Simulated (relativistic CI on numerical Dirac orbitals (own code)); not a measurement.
Cr2+ (3d4) in a crystal field

Calculated by Dirac-Coulomb-Breit CI, KLI orbitals optimised for each configuration, model QED (radiative potential, 1s self-energy scaled to tabulated hydrogen-like ionisation energies), valence Slater integrals scaled by 0.85, one configuration in a parametric crystal field (own radial code).

Field parameters in Wybourne normalisation: Oh B⁴₀ = 21Dq, B⁴₄ = √(5/14) B⁴₀. The field is a parameter set, without covalency.

S is read from ⟨S²⟩ = S(S + 1).

Powder χT (cm³ K mol⁻¹) by Van Vleck's formula, with temperature-independent terms:

```
                Field     2 K    5 K   10 K   20 K  50 K  100 K  200 K  300 K
 Oh, 10Dq = 3250 cm⁻¹   0.846   1.79   2.36   2.65  2.78   2.83   2.87    2.9
Oh, 10Dq = 16250 cm⁻¹   0.808    1.8   2.48   2.81  2.93   2.96   2.97   2.98
Oh, 10Dq = 18850 cm⁻¹    0.25  0.624   1.23   2.04   2.7   2.85    2.9   2.92
Oh, 10Dq = 21450 cm⁻¹  0.0512  0.128  0.256  0.512  1.19   1.64   1.72   1.66
Oh, 10Dq = 24050 cm⁻¹  0.0528  0.132  0.264  0.528  1.21   1.63   1.68   1.62
Oh, 10Dq = 26650 cm⁻¹  0.0531  0.133  0.266  0.531  1.21   1.63   1.67    1.6
Oh, 10Dq = 29250 cm⁻¹  0.0531  0.133  0.266  0.531  1.21   1.62   1.66   1.59
Oh, 10Dq = 31850 cm⁻¹   0.053  0.133  0.265   0.53  1.21   1.62   1.66   1.59
```

**Question.** For Oh, 10Dq = 18850 cm⁻¹: what effective moment follows at 300 K?

**Answer.** μ_eff = √(8χT) = 4.83 μB. The ground level has S = 1.93; the spin-only moment for S = 2 is 4.90 μB. The difference comes from the orbital moment, spin-orbit mixing of terms and temperature-independent paramagnetism, all larger in this ionic model than in covalent complexes.
